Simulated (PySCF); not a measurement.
C₄H₅Si, SMILES [SiH2]1[C]=CC=C1, multiplicity 2. Atoms are numbered in the order given.

```xyz
10

C      1.3688     0.1256     0.0000
C      0.7927     1.3296     0.0000
C     -0.6983     1.2849     0.0000
C     -1.2903     0.0696     0.0000
Si     0.0751    -1.2255     0.0000
H      1.3196     2.2912     0.0000
H     -1.2596     2.2270     0.0000
H     -2.3760    -0.0470     0.0000
H      0.1138    -2.0864    -1.2177
H      0.1138    -2.0864     1.2177
```
Charge 0, spin multiplicity 2.

Coordinates come from a PBE0-D3(BJ)/def2-SVP optimisation. The isomer is the one that the SMILES or the coordinates give; other isomers of the formula were not compared.

Level of theory: PySCF with PBE0/pcH-1.

Unrestricted Kohn–Sham, ⟨S²⟩ = 0.781. Hyperfine tensors hold the contact and dipolar terms, without spin-orbit corrections.

Computed hyperfine couplings:
```tsv
nucleus	A(iso) (MHz)	A(iso) (G)	dipolar principal values (MHz)
13C no. 1	400.1	142.8	-80.9, -45.0, 125.9
13C no. 2	-18.2	-6.5	-26.5, 6.7, 19.8
13C no. 3	89.5	31.9	-9.9, 3.0, 6.9
13C no. 4	15.7	5.6	-16.8, 5.4, 11.4
29Si no. 5	-83.3	-29.7	-21.1, 9.5, 11.6
1H no. 6	75.9	27.1	-6.1, -5.3, 11.4
1H no. 7	8.2	2.9	-3.4, -3.3, 6.7
1H no. 8	10.8	3.9	-2.9, 0.5, 2.4
1H no. 9	-2.7	-1.0	-3.4, -2.8, 6.2
1H no. 10	-2.7	-1.0	-3.4, -2.8, 6.2
```
